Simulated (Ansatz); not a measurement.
Nudged elastic band run: BH$_{7}$N$_{2}$O

The input (input.yaml):

```yaml
crystal:
  periodic: [false, false, false]
  atoms:
    - { symbol: B, position_ang: [0.113428, -0.447988, 0.082297] }
    - { symbol: "N", position_ang: [0.189528, -0.16154, 1.48676] }
    - { symbol: H, position_ang: [-0.646663, -0.164131, 2.059123] }
    - { symbol: H, position_ang: [1.003933, -0.450882, 2.009918] }
    - { symbol: H, position_ang: [1.09362, -0.846788, -0.481367] }
    - { symbol: "N", position_ang: [-1.072351, -0.222925, -0.645169] }
    - { symbol: H, position_ang: [-1.863942, 0.262952, -0.241163] }
    - { symbol: H, position_ang: [-1.133602, -0.370489, -1.640444] }
    - { symbol: O, position_ang: [-1.617542, 2.193298, 1.217612] }
    - { symbol: H, position_ang: [-1.490861, 2.763534, 0.443889] }
    - { symbol: H, position_ang: [-0.74825, 1.76196, 1.327345] }
basis:
  gaussian: { orbitals: "6-31G*" }
hamiltonian:
  xc: b3lyp
neb:
  order_check: false
  images: 7
  f_tol: 0.05
  max_iterations: 60
  final_atoms:
    - { symbol: B, position_ang: [-0.81811697, 0.85502721, -1.13066445] }
    - { symbol: "N", position_ang: [-0.19822518, 0.54526213, 2.5518457] }
    - { symbol: H, position_ang: [-1.05765612, 0.52438941, 3.09985612] }
    - { symbol: H, position_ang: [0.28244865, -0.33676479, 2.7219697] }
    - { symbol: H, position_ang: [-0.95828971, 1.36369134, -2.21003343] }
    - { symbol: "N", position_ang: [-0.88807466, -0.55971808, -1.04850099] }
    - { symbol: H, position_ang: [-1.05430136, -1.13463292, -1.86046168] }
    - { symbol: H, position_ang: [-0.79001619, -1.08492811, -0.19038543] }
    - { symbol: O, position_ang: [-0.59749456, 1.6733974, -0.06386303] }
    - { symbol: H, position_ang: [-0.47944258, 1.19628818, 0.79139272] }
    - { symbol: H, position_ang: [0.38646669, 1.27498923, 2.95764576] }
  initial_path:
    images:
      - { positions_ang: [[0.113428, -0.447988, 0.082297], [0.189528, -0.16154, 1.48676], [-0.646663, -0.164131, 2.059123], [1.003933, -0.450882, 2.009918], [1.09362, -0.846788, -0.481367], [-1.072351, -0.222925, -0.645169], [-1.863942, 0.262952, -0.241163], [-1.133602, -0.370489, -1.640444], [-1.617542, 2.193298, 1.217612], [-1.490861, 2.763534, 0.443889], [-0.74825, 1.76196, 1.327345]] }
      - { positions_ang: [[0.07196875, -0.35801509, 0.06692784], [0.1352635, -0.11512778, 1.59440528], [-0.71541898, -0.15274052, 2.16146338], [0.97307645, -0.28081512, 2.11350266], [1.06126062, -0.69387754, -0.50600202], [-1.15348538, -0.16421653, -0.66984697], [-1.93513298, 0.01727297, -0.3288595], [-1.24134185, -0.07487252, -1.58502538], [-1.30642223, 2.02760533, 1.03057204], [-1.43845666, 2.52344959, 0.36331788], [-0.62401324, 1.5883382, 1.37834579]] }
      - { positions_ang: [[0.03050951, -0.26804218, 0.05155868], [0.08099901, -0.06871556, 1.70205056], [-0.78417496, -0.14135003, 2.26380377], [0.94221991, -0.11074824, 2.21708733], [1.02890124, -0.54096707, -0.53063703], [-1.23461976, -0.10550806, -0.69452495], [-2.00632397, -0.22840607, -0.416556], [-1.3490817, 0.22074397, -1.52960676], [-0.99530247, 1.86191266, 0.84353207], [-1.38605232, 2.28336518, 0.28274675], [-0.49977649, 1.41471639, 1.42934659]] }
      - { positions_ang: [[-0.01094974, -0.17806927, 0.03618951], [0.02673451, -0.02230334, 1.80969584], [-0.85293094, -0.12995955, 2.36614415], [0.91136336, 0.05931864, 2.32067199], [0.99654185, -0.38805661, -0.55527205], [-1.31575414, -0.04679958, -0.71920292], [-2.07751495, -0.4740851, -0.5042525], [-1.45682155, 0.51636045, -1.47418814], [-0.6841827, 1.69621999, 0.65649211], [-1.33364798, 2.04328077, 0.20217563], [-0.37553973, 1.24109459, 1.48034738]] }
      - { positions_ang: [[-0.05240898, -0.08809636, 0.02082035], [-0.02752998, 0.02410888, 1.91734112], [-0.92168692, -0.11856907, 2.46848454], [0.88050682, 0.22938553, 2.42425665], [0.96418247, -0.23514614, -0.57990707], [-1.39688852, 0.01190889, -0.7438809], [-2.14870593, -0.71976413, -0.591949], [-1.5645614, 0.81197694, -1.41876952], [-0.37306294, 1.53052732, 0.46945214], [-1.28124364, 1.80319636, 0.12160451], [-0.25130297, 1.06747279, 1.53134817]] }
      - { positions_ang: [[-0.24383598, 0.14768454, -0.26705085], [-0.07020378, 0.15439719, 2.07596727], [-0.95567922, 0.04217055, 2.62632744], [0.73099228, 0.08784795, 2.49868492], [0.48356443, 0.16456323, -0.98743866], [-1.26968506, -0.13099785, -0.82003592], [-1.87510479, -0.82348133, -0.90907717], [-1.3709251, 0.33775068, -1.1116735], [-0.42917084, 1.56624484, 0.33612335], [-1.08079338, 1.65146931, 0.28905156], [-0.09186056, 1.1193519, 1.88792257]] }
      - { positions_ang: [[-0.43526297, 0.38346543, -0.55492205], [-0.11287758, 0.2846855, 2.23459341], [-0.98967152, 0.20291017, 2.78417033], [0.58147773, -0.05368963, 2.57311318], [0.00294638, 0.5642726, -1.39497025], [-1.14248159, -0.2739046, -0.89619094], [-1.60150365, -0.92719853, -1.22620534], [-1.1772888, -0.13647559, -0.80457747], [-0.48527875, 1.60196236, 0.20279455], [-0.88034311, 1.49974227, 0.45649861], [0.06758186, 1.17123101, 2.24449697]] }
      - { positions_ang: [[-0.62668997, 0.61924632, -0.84279325], [-0.15555138, 0.41497382, 2.39321956], [-1.02366382, 0.36364979, 2.94201323], [0.43196319, -0.19522721, 2.64754144], [-0.47767166, 0.96398197, -1.80250184], [-1.01527813, -0.41681134, -0.97234596], [-1.3279025, -1.03091572, -1.54333351], [-0.98365249, -0.61070185, -0.49748145], [-0.54138666, 1.63767988, 0.06946576], [-0.67989285, 1.34801522, 0.62394566], [0.22702427, 1.22311012, 2.60107136]] }
      - { positions_ang: [[-0.81811697, 0.85502721, -1.13066445], [-0.19822518, 0.54526213, 2.5518457], [-1.05765612, 0.52438941, 3.09985612], [0.28244865, -0.33676479, 2.7219697], [-0.95828971, 1.36369134, -2.21003343], [-0.88807466, -0.55971808, -1.04850099], [-1.05430136, -1.13463292, -1.86046168], [-0.79001619, -1.08492811, -0.19038543], [-0.59749456, 1.6733974, -0.06386303], [-0.47944258, 1.19628818, 0.79139272], [0.38646669, 1.27498923, 2.95764576]] }
```

Command:

```bash
$ ansatz run input.yaml --threads 1 --pin off --max-ram 2048MiB --backend cpu --events-out ev --progress --plain --runs-dir out
```

Output, in part (warnings, iteration lines, the closing report on the highest movable image, with atoms numbered from 0):

```
NEB end point (image 0): max|allowed force component| = 2.359e-2 eV/Å (the criterion of neb.relax_end_points is 1.000e-2)
NEB end point (image 8): max|allowed force component| = 2.455e-2 eV/Å (the criterion of neb.relax_end_points is 1.000e-2)
NEB iter   1: max|band force component| = 2.242e3 eV/Å  barrier→ = 328.3546 eV  barrier← = 328.8882 eV  Δτ_max = 0.2000 Å  (218 SCF iters)
NEB iter   2: max|band force component| = 3.601e2 eV/Å  barrier→ = 84.2573 eV  barrier← = 84.7908 eV  Δτ_max = 0.1968 Å  (205 SCF iters)
NEB iter   3: max|band force component| = 3.026e2 eV/Å  barrier→ = 60.6499 eV  barrier← = 61.1834 eV  Δτ_max = 0.1973 Å  (203 SCF iters)
NEB iter   4: max|band force component| = 1.851e2 eV/Å  barrier→ = 36.4831 eV  barrier← = 37.0166 eV  Δτ_max = 0.1973 Å  (193 SCF iters)
NEB iter   5: max|band force component| = 9.878e1 eV/Å  barrier→ = 19.9804 eV  barrier← = 20.5139 eV  Δτ_max = 0.1982 Å  (192 SCF iters)
NEB iter   6: max|band force component| = 5.128e1 eV/Å  barrier→ = 11.1060 eV  barrier← = 11.6396 eV  Δτ_max = 0.2000 Å  (193 SCF iters)
NEB iter   7: max|band force component| = 2.718e1 eV/Å  barrier→ = 7.8615 eV  barrier← = 8.3950 eV  Δτ_max = 0.2000 Å  (197 SCF iters)
NEB iter   8: max|band force component| = 1.475e1 eV/Å  barrier→ = 6.5508 eV  barrier← = 7.0843 eV  Δτ_max = 0.1047 Å  (194 SCF iters)
NEB iter   9: max|band force component| = 1.075e1 eV/Å  barrier→ = 4.0407 eV  barrier← = 4.5742 eV  Δτ_max = 0.1020 Å  (192 SCF iters)
NEB iter  10: max|band force component| = 7.598e0 eV/Å  barrier→ = 2.7313 eV  barrier← = 3.2648 eV  Δτ_max = 0.1029 Å  (186 SCF iters)
NEB iter  11: max|band force component| = 5.867e0 eV/Å  barrier→ = 1.7912 eV  barrier← = 2.3247 eV  Δτ_max = 0.2000 Å  (183 SCF iters)
NEB iter  12: max|band force component| = 3.212e0 eV/Å  barrier→ = 1.3876 eV  barrier← = 1.9211 eV  Δτ_max = 0.2000 Å  (185 SCF iters)
NEB iter  13: max|band force component| = 6.133e0 eV/Å  barrier→ = 1.3543 eV  barrier← = 1.8878 eV  Δτ_max = 0.1013 Å  (189 SCF iters)
NEB iter  14: max|band force component| = 1.960e0 eV/Å  barrier→ = 0.9227 eV  barrier← = 1.4562 eV  Δτ_max = 0.2000 Å  (184 SCF iters)
NEB iter  15: max|band force component| = 1.542e0 eV/Å  barrier→ = 0.7123 eV  barrier← = 1.2458 eV  Δτ_max = 0.2000 Å  (179 SCF iters)
NEB iter  16: max|band force component| = 1.367e0 eV/Å  barrier→ = 0.4509 eV  barrier← = 0.9844 eV  Δτ_max = 0.1987 Å  (177 SCF iters)
NEB iter  17: max|band force component| = 9.757e-1 eV/Å  barrier→ = 0.4046 eV  barrier← = 0.9381 eV  Δτ_max = 0.2000 Å  (179 SCF iters)
NEB iter  18: max|band force component| = 5.281e-1 eV/Å  barrier→ = 0.3935 eV  barrier← = 0.9270 eV  Δτ_max = 0.1289 Å  (181 SCF iters)
NEB iter  19: max|band force component| = 4.917e-1 eV/Å  barrier→ = 0.3434 eV  barrier← = 0.8769 eV  CI = image 2  Δτ_max = 0.2000 Å  (172 SCF iters)
NEB iter  20: max|band force component| = 1.462e0 eV/Å  barrier→ = 0.5369 eV  barrier← = 1.0704 eV  CI = image 2  Δτ_max = 0.1005 Å  (176 SCF iters)
NEB iter  21: max|band force component| = 1.658e0 eV/Å  barrier→ = 0.6499 eV  barrier← = 1.1834 eV  CI = image 2  Δτ_max = 0.2000 Å  (176 SCF iters)
NEB iter  22: max|band force component| = 7.516e-1 eV/Å  barrier→ = 0.9684 eV  barrier← = 1.5019 eV  CI = image 2  Δτ_max = 0.1594 Å  (178 SCF iters)
NEB iter  23: max|band force component| = 7.385e-1 eV/Å  barrier→ = 1.1523 eV  barrier← = 1.6858 eV  CI = image 2  Δτ_max = 0.0824 Å  (174 SCF iters)
NEB iter  24: max|band force component| = 5.761e-1 eV/Å  barrier→ = 1.1342 eV  barrier← = 1.6677 eV  CI = image 2  Δτ_max = 0.0806 Å  (168 SCF iters)
NEB iter  25: max|band force component| = 7.204e-1 eV/Å  barrier→ = 1.1691 eV  barrier← = 1.7026 eV  CI = image 2  Δτ_max = 0.0405 Å  (171 SCF iters)
NEB iter  26: max|band force component| = 3.410e-1 eV/Å  barrier→ = 1.1337 eV  barrier← = 1.6672 eV  CI = image 2  Δτ_max = 0.0529 Å  (168 SCF iters)
NEB iter  27: max|band force component| = 2.158e-1 eV/Å  barrier→ = 1.0957 eV  barrier← = 1.6292 eV  CI = image 2  Δτ_max = 0.0794 Å  (162 SCF iters)
NEB iter  28: max|band force component| = 2.306e-1 eV/Å  barrier→ = 1.0912 eV  barrier← = 1.6247 eV  CI = image 2  Δτ_max = 0.0405 Å  (166 SCF iters)
NEB iter  29: max|band force component| = 5.332e-2 eV/Å  barrier→ = 1.0902 eV  barrier← = 1.6237 eV  CI = image 2  Δτ_max = 0.0783 Å  (160 SCF iters)
NEB iter  30: max|band force component| = 3.558e-2 eV/Å  barrier→ = 1.0903 eV  barrier← = 1.6238 eV  CI = image 2  Δτ_max = 0.0000 Å  (342 SCF iters)
Total energy: -5818.30964176 eV, -213.8189355428 hartree
Atom 0 at    -0.189376     0.361116     0.145818 Å, force     0.011037    -0.030544     0.009032 eV/Å
Atom 1 at    -0.163460     0.046077     1.694665 Å, force    -0.011240     0.000066    -0.007975 eV/Å
Atom 2 at    -0.988250    -0.409178     2.080281 Å, force     0.006090    -0.001832    -0.000517 eV/Å
Atom 3 at     0.680645    -0.368436     2.078357 Å, force     0.001075     0.012347     0.001459 eV/Å
Atom 4 at     0.882141     0.175884    -0.378986 Å, force    -0.010720     0.003640    -0.000675 eV/Å
Atom 5 at    -1.482496    -0.048923    -0.483801 Å, force     0.008938    -0.003858     0.003626 eV/Å
Atom 6 at    -1.694986    -1.030962    -0.320795 Å, force    -0.007000     0.000464    -0.001418 eV/Å
Atom 7 at    -1.466667     0.065228    -1.495304 Å, force    -0.000688    -0.000758    -0.001440 eV/Å
Atom 8 at    -0.284144     1.960135     0.473644 Å, force     0.015412     0.039142    -0.005224 eV/Å
Atom 9 at    -1.217654     2.185278     0.301036 Å, force    -0.001294     0.002047     0.010997 eV/Å
Atom 10 at    -0.248456     1.380782     1.523887 Å, force    -0.011610    -0.020712    -0.007864 eV/Å
Dipole moment:    -0.228243    -0.304653     0.310281 e Å
```

The run converged. A vibrational analysis at the climbing image gives one clearly imaginary mode, 1264i cm⁻¹: a first-order saddle point. The orbitals stay closed-shell, which can raise the energy where a bond breaks towards radicals; this wasn't checked here.

Final band (atoms are numbered from 1 in the order of the input):

| image | path coordinate (Å) | energy (kJ/mol) | B1–N2 (Å) | O9–H11 (Å) | B1–O9 (Å) |
| --- | --- | --- | --- | --- | --- |
| 0 | 0.00 | 0.0 | 1.44 | 0.98 | 3.36 |
| 1 | 1.70 | 4.8 | 1.43 | 0.97 | 3.12 |
| 2 | 3.40 | 105.2 | 1.58 | 1.20 | 1.64 |
| 3 | 4.81 | 4.7 | 1.78 | 2.51 | 1.43 |
| 4 | 6.22 | -6.8 | 2.63 | 2.67 | 1.38 |
| 5 | 7.62 | -20.1 | 3.32 | 2.36 | 1.38 |
| 6 | 9.03 | -30.2 | 3.49 | 2.40 | 1.38 |
| 7 | 10.44 | -47.3 | 3.58 | 2.85 | 1.36 |
| 8 | 11.85 | -51.5 | 3.75 | 3.20 | 1.36 |

The run took 5.2 min on 1 thread of AMD EPYC 9R45 96-Core Processor (Zen 5), with other jobs on the host, peak memory 0.19 GiB.
